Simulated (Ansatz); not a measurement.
```yaml
crystal:
  periodic: [false, false, false]
  atoms:
    - {symbol: Ge, position_ang: [-0.185089, 0.551863, -1.861704]}
    - {symbol: N, position_ang: [-0.265148, 0.628976, -0.044482]}
    - {symbol: C, position_ang: [0.751675, 1.393217, 0.666207]}
    - {symbol: C, position_ang: [-0.862968, -0.499145, 0.675482]}
    - {symbol: C, position_ang: [0.079093, -1.668456, 0.982130]}
    - {symbol: H, position_ang: [0.327261, 1.762829, 1.626023]}
    - {symbol: H, position_ang: [1.675277, 0.814890, 0.901923]}
    - {symbol: H, position_ang: [1.045552, 2.279324, 0.070097]}
    - {symbol: H, position_ang: [-1.287423, -0.093257, 1.623107]}
    - {symbol: H, position_ang: [-1.731284, -0.857851, 0.083684]}
    - {symbol: H, position_ang: [-0.464189, -2.468992, 1.523369]}
    - {symbol: H, position_ang: [0.493332, -2.103215, 0.049840]}
    - {symbol: H, position_ang: [0.931552, -1.357780, 1.619128]}
    - {symbol: Cl, position_ang: [1.336157, -0.780793, -2.681563]}
    - {symbol: Cl, position_ang: [0.249367, 2.526083, -2.621783]}
    - {symbol: Cl, position_ang: [-2.093166, -0.127673, -2.611448]}
basis:
  gaussian: {orbitals: def2-TZVP, initial_orbitals: start.molden}
total_charge: 1
magnetization: {spin_polarized: true, initial_magnetization: 1}
hamiltonian: {xc: {name: wB97M-V}}
scf: {omitted_lower_state_checks: [starts]}
output: {orbitals: {seedname: orbitals}}
```

The file start.molden holds the orbitals of an earlier run on this structure, at another level or in another basis.

```sh
$ ansatz run in.yaml --threads 4 --pin off --events-out ev --progress --plain --max-ram 4787MiB
```

(1) Does this run fit into the memory that it is given?

Results:

(1) No. It has 331 basis functions, and Ansatz plans for 7 GiB where 5 GiB are given.
